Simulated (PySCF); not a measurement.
# C41H54O9: Orbital levels and atomic charges

System: C41H54O9 (photoresist piece), SMILES CC[C@H](C[C@@H](C[C@@H](C)c1ccc(OC(=O)OC(C)(C)C)cc1)c1ccc(OC(=O)OC(C)(C)C)cc1)c1ccc(OC(=O)OC(C)(C)C)cc1.

Cartesian coordinates (Å):
```
  1 C    -4.328    1.287    4.185
  2 C    -4.071    2.118    2.934
  3 C    -2.682    1.840    2.342
  4 C    -2.409    2.737    1.127
  5 C    -0.973    2.568    0.619
  6 C    -0.712    3.368   -0.666
  7 C    -1.360    2.748   -1.911
  8 C    -1.096    3.627   -3.136
  9 C    -0.867    1.342   -2.153
 10 C    -1.753    0.273   -2.124
 11 C    -1.334   -1.019   -2.384
 12 C    -0.001   -1.248   -2.678
 13 O     0.449   -2.549   -2.949
 14 C     0.302   -2.958   -4.217
 15 O    -0.181   -2.299   -5.094
 16 O     0.790   -4.186   -4.305
 17 C     0.799   -4.876   -5.583
 18 C     1.644   -4.103   -6.595
 19 C    -0.630   -5.066   -6.091
 20 C     1.444   -6.226   -5.271
 21 C     0.906   -0.201   -2.698
 22 C     0.471    1.084   -2.429
 23 C     0.034    2.980    1.664
 24 C     1.038    2.100    2.047
 25 C     1.999    2.469    2.970
 26 C     1.959    3.738    3.524
 27 O     2.914    4.103    4.478
 28 C     3.921    4.877    4.046
 29 O     4.072    5.227    2.909
 30 O     4.683    5.155    5.090
 31 C     5.915    5.908    4.927
 32 C     6.873    5.137    4.021
 33 C     6.472    6.001    6.347
 34 C     5.624    7.301    4.372
 35 C     0.969    4.634    3.154
 36 C     0.016    4.251    2.229
 37 C    -2.526    0.390    1.961
 38 C    -3.364   -0.209    1.030
 39 C    -3.219   -1.538    0.674
 40 C    -2.205   -2.288    1.248
 41 O    -1.996   -3.640    1.009
 42 C    -2.306   -4.225   -0.155
 43 O    -2.738   -3.679   -1.131
 44 O    -2.038   -5.512   -0.007
 45 C    -2.185   -6.435   -1.117
 46 C    -1.235   -6.044   -2.248
 47 C    -1.787   -7.783   -0.517
 48 C    -3.634   -6.472   -1.602
 49 C    -1.357   -1.707    2.183
 50 C    -1.524   -0.383    2.535
 51 H    -5.322    1.488    4.581
 52 H    -3.596    1.524    4.954
 53 H    -4.255    0.226    3.959
 54 H    -4.841    1.905    2.190
 55 H    -4.139    3.178    3.187
 56 H    -1.937    2.074    3.110
 57 H    -2.588    3.778    1.402
 58 H    -3.106    2.479    0.330
 59 H    -0.815    1.508    0.392
 60 H     0.368    3.425   -0.821
 61 H    -1.080    4.388   -0.543
 62 H    -2.443    2.704   -1.758
 63 H    -1.546    3.185   -4.021
 64 H    -0.029    3.736   -3.312
 65 H    -1.521    4.617   -2.987
 66 H    -2.796    0.450   -1.908
 67 H    -2.029   -1.843   -2.360
 68 H     1.712   -4.667   -7.520
 69 H     1.194   -3.136   -6.803
 70 H     2.647   -3.947   -6.203
 71 H    -0.619   -5.667   -6.995
 72 H    -1.230   -5.571   -5.338
 73 H    -1.082   -4.103   -6.312
 74 H     1.495   -6.829   -6.173
 75 H     0.862   -6.753   -4.521
 76 H     2.448   -6.079   -4.885
 77 H     1.941   -0.397   -2.934
 78 H     1.187    1.891   -2.453
 79 H     1.072    1.114    1.606
 80 H     2.783    1.786    3.258
 81 H     6.465    5.060    3.017
 82 H     7.032    4.135    4.414
 83 H     7.829    5.652    3.974
 84 H     7.414    6.540    6.344
 85 H     6.631    5.005    6.750
 86 H     5.766    6.520    6.990
 87 H     6.545    7.875    4.333
 88 H     4.914    7.818    5.014
 89 H     5.207    7.232    3.371
 90 H     0.958    5.624    3.584
 91 H    -0.745    4.960    1.942
 92 H    -4.160    0.360    0.573
 93 H    -3.887   -1.983   -0.045
 94 H    -0.216   -5.964   -1.878
 95 H    -1.272   -6.803   -3.025
 96 H    -1.521   -5.086   -2.673
 97 H    -1.842   -8.560   -1.273
 98 H    -0.773   -7.731   -0.131
 99 H    -2.453   -8.035    0.303
100 H    -3.920   -5.512   -2.023
101 H    -3.739   -7.237   -2.366
102 H    -4.300   -6.707   -0.775
103 H    -0.581   -2.309    2.629
104 H    -0.865    0.061    3.267
```

Method: PBE0/def2-SVP, gas phase, PySCF, fitting set def2-universal-JFIT up to Ne and JKFIT beyond, grid level 1.

Problem. Give the orbital energies near the gap.

Solution. 
| orbital | eV |
| --- | --- |
| HOMO-4 | -7.38 |
| HOMO-3 | -7.12 |
| HOMO-2 | -6.93 |
| HOMO-1 | -6.79 |
| HOMO | -6.64 |
| LUMO | -0.35 |
| LUMO+1 | -0.21 |
| LUMO+2 | -0.11 |
| LUMO+3 | -0.02 |

Problem. Give the partial charges of the non-hydrogen atoms.

Solution. 
```csv
atom,Mulliken,IAO,Hirshfeld
C1,-0.04,-0.41,-0.12
C2,-0.04,-0.24,-0.06
C3,-0.08,-0.10,-0.02
C4,0.07,-0.24,-0.07
C5,-0.08,-0.10,-0.02
C6,0.08,-0.24,-0.07
C7,-0.11,-0.10,-0.01
C8,0.02,-0.40,-0.12
C9,-0.03,0.00,0.01
C10,-0.01,-0.14,-0.04
C11,0.01,-0.16,-0.06
C12,0.16,0.19,0.07
O13,-0.30,-0.32,-0.10
C14,0.41,0.65,0.27
O15,-0.27,-0.49,-0.26
O16,-0.32,-0.35,-0.09
C17,-0.17,0.25,0.11
C18,0.01,-0.43,-0.13
C19,0.01,-0.43,-0.13
C20,0.02,-0.41,-0.12
C21,0.00,-0.16,-0.06
C22,-0.03,-0.15,-0.05
C23,-0.04,0.01,0.02
C24,-0.03,-0.15,-0.04
C25,0.01,-0.17,-0.06
C26,0.17,0.19,0.07
O27,-0.30,-0.32,-0.10
C28,0.40,0.65,0.27
O29,-0.28,-0.49,-0.26
O30,-0.31,-0.34,-0.10
C31,-0.17,0.25,0.11
C32,0.01,-0.43,-0.13
C33,0.02,-0.41,-0.12
C34,0.01,-0.43,-0.13
C35,0.01,-0.16,-0.06
C36,-0.03,-0.15,-0.04
C37,-0.06,0.00,0.02
C38,-0.03,-0.15,-0.04
C39,-0.03,-0.17,-0.06
C40,0.19,0.18,0.07
O41,-0.28,-0.30,-0.09
C42,0.41,0.66,0.28
O43,-0.28,-0.50,-0.22
O44,-0.31,-0.34,-0.09
C45,-0.17,0.24,0.11
C46,-0.02,-0.42,-0.13
C47,0.02,-0.41,-0.12
C48,0.01,-0.43,-0.13
C49,-0.02,-0.17,-0.06
C50,-0.02,-0.15,-0.04
```
